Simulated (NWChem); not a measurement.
System: C2H9F3N2Zr; SMILES [N](C)(C)[Zr]([F])(<-[NH3])([F])[F]

Excerpt of the output:

```
             Northwest Computational Chemistry Package (NWChem) 7.3.0
             --------------------------------------------------------

 C1  symmetry detected

                             Geometry "geometry" -> ""
                             -------------------------

 Output coordinates in angstroms (scale by  1.889725989 to convert to a.u.)

  No.       Tag          Charge          X              Y              Z
 ---- ---------------- ---------- -------------- -------------- --------------
    1 Zr                  40.0000    -0.27465147    -0.36071262     0.00122432
    2 F                    9.0000    -0.26822583    -1.19256206    -1.69550183
    3 F                    9.0000    -1.97842511     0.44891587     0.00722888
    4 F                    9.0000    -0.25506356    -1.19241913     1.69726367
    5 N                    7.0000     0.87505642     1.29662311    -0.00282177
    6 C                    6.0000     0.48190929     2.03693229     1.19632551
    7 C                    6.0000     0.47261044     2.03683153    -1.20057006
    8 H                    1.0000     1.04050286     2.98462075     1.26633503
    9 H                    1.0000    -0.60173240     2.28332758     1.19995680
   10 H                    1.0000     0.71965328     1.42988286     2.08030886
   11 H                    1.0000    -0.61102693     2.28322650    -1.19581426
   12 H                    1.0000     1.03064372     2.98451371    -1.27499177
   13 H                    1.0000     0.70348828     1.42970628    -2.08631925
   14 N                    7.0000     1.84518853    -1.46051459    -0.00737841
   15 H                    1.0000     2.57879454    -0.75234181    -0.00727687
   16 H                    1.0000     1.93293976    -2.04262784    -0.83927276
   17 H                    1.0000     1.93939293    -2.04255786     0.82405355

 Effective nuclear repulsion energy (a.u.)     904.2604108726

                                Z-matrix (autoz)
                                --------

 Units are Angstrom for bonds and degrees for angles

[...]

      ----------------------
      Optimization converged
      ----------------------

  Step       Energy      Delta E   Gmax     Grms     Xrms     Xmax
  ---- ---------------- -------- -------- -------- -------- --------
@   24    -537.15592809 -4.9D-07  0.00003  0.00001  0.00028  0.00097
                                     ok       ok       ok       ok

                                Z-matrix (autoz)
                                --------

 Units are Angstrom for bonds and degrees for angles

[...]
```

Level: PBE-D3(BJ)/def2-SVP with def2 effective core potentials on Zr. Not confirmed as a minimum by frequencies. def2 effective core potentials on Zr; no spin-orbit coupling.

**Question.** Reconstruct the input file.

**Answer.** Several could match; the one computed here: the input that was run:
```
start job
memory heap 200 mb stack 900 mb global 1100 mb
geometry units angstroms
  Zr     0.049158     0.079700     0.345125
  F     -0.243968    -1.438582     1.431307
  F     -1.518648     1.075598     0.674595
  F      1.378620     1.406613     0.546375
  N     -0.244401    -0.357889    -1.601910
  C     -0.375698     0.937711    -2.268812
  C     -1.522012    -1.072341    -1.643632
  H     -0.571449     0.800768    -3.344902
  H     -1.208249     1.542399    -1.849033
  H      0.567114     1.490017    -2.156913
  H     -2.354025    -0.466710    -1.224146
  H     -1.786837    -1.330405    -2.682050
  H     -1.425573    -2.004144    -1.070134
  N      2.055994    -1.170187     0.007854
  H      2.084208    -1.484313    -0.961793
  H      2.072487    -1.978054     0.628888
  H      2.867972    -0.583178     0.195044
end
basis spherical
  * library def2-svp
end
ecp
  Zr library def2-ecp
end
dft
  xc xpbe96 cpbe96
  disp vdw 4
  iterations 150
  semidirect filesize 400000000
end
driver
  maxiter 120
end
task dft optimize
```
